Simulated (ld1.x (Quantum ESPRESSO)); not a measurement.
## O (Z = 8): what ld1.x (Quantum ESPRESSO) 7.5 does with a changed input

Command:

```bash
ld1.x < O.in > O.out
```

Input:

```
&input
   title='O', zed=8., rel=1, dft='PBE', iswitch=3, latt=1,
   config='[He] 2s2 2p3.5 3d-2',
   nld=3, rlderiv=1.35, eminld=-4.0, emaxld=5.0, deld=0.02
 /
 &inputp
   pseudotype=2, tm=.false., lloc=0,
   nlcc=.false.,
   file_pseudopw='O.UPF', file_wfcaegen='ae.wfc', file_wfcncgen='nc.wfc', file_beta='beta', file_chi='chi'
 /
3
2P  2  1   3.50   0.00  1.25  1.25  0.0
3D  3  2  -2.00   0.05  0.95  0.95  0.0
2S  1  0   2.00   0.00  0.60  0.60  0.0
 &test
   configts(1)='2s2 2p3.5'
 /
```

This is an input that runs to its end, with one change: Latter correction switched on.

Problem. How does the run end?

Solution. The program runs through. The occupied levels of the test differ from the all-electron ones by at most 0.00001 Ry (unchanged input: 0.00001 Ry). All-electron levels move: 2s -2.461 Ry (was -2.307), 2p -1.371 Ry (was -1.196).

```
     atomic number is  8.00   valence charge is  6.00
     dft =PBE   lsd =0 sic =0 latt =1  beta=0.20 tr2=1.0E-14
     mesh =1095 r(mesh) =  99.04343 xmin = -7.00 dx = 0.01250

     n l     nl             e AE (Ry)        e PS (Ry)    De AE-PS (Ry)
     1 0     2S   1( 2.00)       -2.46147       -2.46145       -0.00001
     2 1     2P   1( 3.50)       -1.37071       -1.37072        0.00000

     eps = 5.3E-15  iter = 16

     Etot =    -149.830007 Ry,     -74.915003 Ha,   -2038.541095 eV
     Etotps =   -31.293999 Ry,     -15.647000 Ha,    -425.776553 eV

     Ekin =      20.015203 Ry,      10.007602 Ha,     272.320710 eV
     Encl =     -60.457770 Ry,     -30.228885 Ha,    -822.569863 eV
     Ehrt =      23.306666 Ry,      11.653333 Ha,     317.103352 eV
     Ecxc =      -5.907333 Ry,      -2.953666 Ha,     -80.373353 eV
     Epseu=      -8.250767 Ry,      -4.125383 Ha,    -112.257398 eV

     ---------------------- End of pseudopotential test ----------------------
```
